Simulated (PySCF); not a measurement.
How methods differ on the fine-structure interval of Ga

Ga [Ar] 3d10 4s2 4p1 [4p1/2^1, M_J = 1/2] → Ga [Ar] 3d10 4s2 4p1 [4p3/2^1, M_J = 3/2], as a difference of total energies. Calculation: PySCF 2.14, in x2c-TZVPPall-2c (6s7p4d1f, 54 functions); the two-component X2C-1e Hamiltonian. Correlated levels: [Ne] frozen. "Screened" scales the spin-orbit matrix elements by Boettger's factors to mimic the two-electron term; Breit and QED terms are absent.

```tsv
method	fine-structure interval (cm⁻¹)	error (cm⁻¹)
GHF (screened spin-orbit)	1480.3	+654.1
GMP2 (screened spin-orbit)	733.80	-92.4
GHF (bare spin-orbit)	1524.2	+698.0
```

Reference: 826.19 cm⁻¹ (measured; NIST Handbook of Basic Atomic Spectroscopic Data (Sansonetti and Martin, J. Phys. Chem. Ref. Data 34, 1559 (2005))).

Errors of the correlated levels include the incompleteness of this basis and the frozen core.

GHF and GMP2 differ strongly here because the two determinants are spin-polarised to different degrees; the interval is a small difference of such terms.
